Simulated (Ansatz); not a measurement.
Reaction (redistribution): `[SiH3][O][Al]([SH])[Cl]` + `[OH][Ge][SH]` → `[SH][Al]([SH])[Cl]` + `[OH][Ge][O][SiH3]`

Gas-phase electronic energies from Ansatz, PBE0-D4/def2-TZVP geometries. CCSD(T)/CBS adds triple-zeta CCSD(T) − MP2 to the extrapolated MP2 energy (def2 sets, frozen cores). DFT in def2-TZVPP. HSE06 is defined as in plane-wave codes. For Ge outer-core shells are correlated without core-valence functions, which leaves a few kJ/mol of doubt a bond. Scalar relativity is left out up to krypton. Each species was taken in one conformer, which may not be the lowest.

(1) Is it downhill or uphill in electronic energy at CCSD(T)/CBS, and by how much? (An estimate is asked.)

(2) What do these levels give: r2SCAN0-D4, HSE06-D4, BHLYP-D4, B2PLYP, r2SCAN0, HSE06, HF/def2-SVP, CCSD(T)/def2-SVP, HF/def2-QZVPP, MP2/def2-QZVPP, SCS-MP2/def2-QZVPP, HF/CBS(def2)? (Estimate.)

Largest T1 diagnostic among the species: 0.015.

Results:

(1) The calculation gave: Uphill: ΔE = +35.3 kJ/mol.

(2) Ansatz gave: r2SCAN0-D4 39.3, HSE06-D4 35.6, BHLYP-D4 41.7, B2PLYP 37.8, r2SCAN0 39.3, HSE06 36.1, HF/def2-SVP 41.4, CCSD(T)/def2-SVP 29.5, HF/def2-QZVPP 44.8, MP2/def2-QZVPP 33.4, SCS-MP2/def2-QZVPP 34.7, HF/CBS(def2) 45.0 kJ/mol.

At CCSD(T), def2-SVP lies −5.7 kJ/mol from the extrapolated value and def2-TZVPP −1.3 kJ/mol. In def2-TZVPP, CCSD(T) changes the Hartree–Fock value by −9.4 kJ/mol (the triples alone add −1.9 kJ/mol) and MP2 by −11.2 kJ/mol.
